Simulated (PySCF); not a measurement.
# Radial density of O⁺ (oxygen, charge +1)

BP86, [He] 2s2 2p3, high-spin 4S determinant. All numbers are calculated (PySCF 2.14, scalar relativity by spin-free X2C-1e, in cc-pVTZ-DK (4s3p2d1f, 30 functions)).

```csv
r (bohr),4πr²ρ (e/bohr),4πr²(ρα − ρβ)
0.00366,0.05202,0.0000
0.00615,0.1406,0.0000
0.0103,0.3653,-0.0001
0.0174,0.9150,-0.0002
0.0293,2.128,0.0001
0.0493,4.372,0.0028
0.0828,7.260,0.0207
0.139,8.523,0.1154
0.234,5.879,0.4705
0.394,3.106,1.4145
0.663,4.169,2.4907
1.12,3.637,2.0325
1.88,0.9515,0.5629
3.16,0.05431,0.0377
5.31,0.0001210,0.0001
```

Densities and radii are taken from the X2C orbitals without a picture-change correction, which distorts them close to the nucleus.
